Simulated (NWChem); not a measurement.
A series in which one site is exchanged, each optimised at PBE0/def2-SVP with NWChem, gas phase unless a solvent is named. Some are not confirmed as minima by frequencies. def2 effective core potentials on Cd, Te; no spin-orbit coupling.

A: [BeH][SiH3] (BeSiH₄; site = Be)
B: [SiH3][TeH] (SiH4Te; site = Te)
C: [ZnH][SiH3] (ZnSiH₄; site = Zn)
D: [CdH][SiH3] (CdSiH$_{4}$; site = Cd)

```json
[
 {"quantity": "vertical ionisation energy, ΔSCF, PBE/def2-SVP (eV)", "A": "10.07", "B": "8.56", "C": "?", "D": "9.07"},
 {"quantity": "vertical ionisation energy, ΔSCF, B3LYP/def2-SVP (eV)", "A": "10.29", "B": "8.67", "C": "?", "D": "9.21"},
 {"quantity": "static polarisability, B3LYP/def2-SVPD (bohr³)", "A": "50.9", "B": "74.4", "C": "?", "D": "68.8"}
]
```

Some entries are withheld; supply them.


- vertical ionisation energy, ΔSCF, PBE/def2-SVP (eV), C: 9.25
- vertical ionisation energy, ΔSCF, B3LYP/def2-SVP (eV), C: 9.40
- static polarisability, B3LYP/def2-SVPD (bohr³), C: 61.7
